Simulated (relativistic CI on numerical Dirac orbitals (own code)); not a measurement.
**In²⁸⁺: q coefficients and field-shift factors**

Calculated at this level of theory: Dirac-Coulomb-Breit CI, separate exchange-only KLI orbitals for each configuration, derivatives by finite differences, unscaled Slater integrals, QED left out (own radial code, finite nucleus).

Configuration list (outside the closed core [Ne]): 3s2 3p6 3d3, 3s2 3p5 3d4, 3s 3p6 3d4, 3p6 3d5, 3s2 3p6 3d2 4s, 3s2 3p6 3d2 4p, 3s2 3p6 3d2 4d, 3s2 3p5 3d3 4s. Levels of other configurations are missing.

With x = (α/α₀)² − 1 an excitation energy changes as ω = ω₀ + qx; K = 2q/ω₀ is the relative enhancement. Terms are leading LS components, so labels can repeat. The field-shift factor is F = δν/δ⟨r²⟩ for the transition from the lowest level.

Lowest level 3s2 3p6 3d3 4F_3/2.

```
              Level  ω₀ (cm⁻¹)  q (cm⁻¹)  F (GHz/fm²)
 3s2 3p6 3d3 4F_5/2      46241     62710        0.474
 3s2 3p6 3d3 4F_7/2      77808     82670        0.643
 3s2 3p6 3d3 4P_3/2      93800     45190        0.304
 3s2 3p6 3d3 4F_9/2      94355     74440        0.623
 3s2 3p6 3d3 4P_1/2     109704     58030        0.364
 3s2 3p6 3d3 2G_7/2     148924    112500        0.886
 3s2 3p6 3d3 2H_9/2     156147    123000         1.06
 3s2 3p6 3d3 4P_5/2     161902    106700        0.711
 3s2 3p6 3d3 2D_3/2     183211    128300        0.874
 3s2 3p6 3d3 2P_1/2     194683    131400        0.996
3s2 3p6 3d3 2H_11/2     204181    129800         1.21
 3s2 3p6 3d3 2D_5/2     221913    141100        0.893
 3s2 3p6 3d3 2G_9/2     243233    196500         1.57
 3s2 3p6 3d3 2F_5/2     251578    103700        0.825
 3s2 3p6 3d3 2F_7/2     257575    123800        0.972
 3s2 3p6 3d3 2P_3/2     269088    194600         1.51
 3s2 3p6 3d3 2D_3/2     374995    147000         1.24
 3s2 3p6 3d3 2D_5/2     384184    177300         1.56
3s2 3p5 3d4 6D°_3/2    1275566     70810          2.9
3s2 3p5 3d4 6D°_5/2    1285421    122400         3.35
3s2 3p5 3d4 6D°_7/2    1296769    146900         3.63
3s2 3p5 3d4 6D°_9/2    1311644    157000         3.78
3s2 3p5 3d4 6D°_1/2    1318454    139300         2.76
```

At this charge energies of transitions that change n are usually good to better than 1 %, and those within a shell (Δn = 0) to a few per cent. Terms inside the open d or f shell come out 10 to 20 % too wide with unscaled integrals.

Problem. Which transition from the lowest level has the largest |K|?

Solution. 3s2 3p6 3d3 4F_5/2 at 46241 cm⁻¹, K = 2.71.
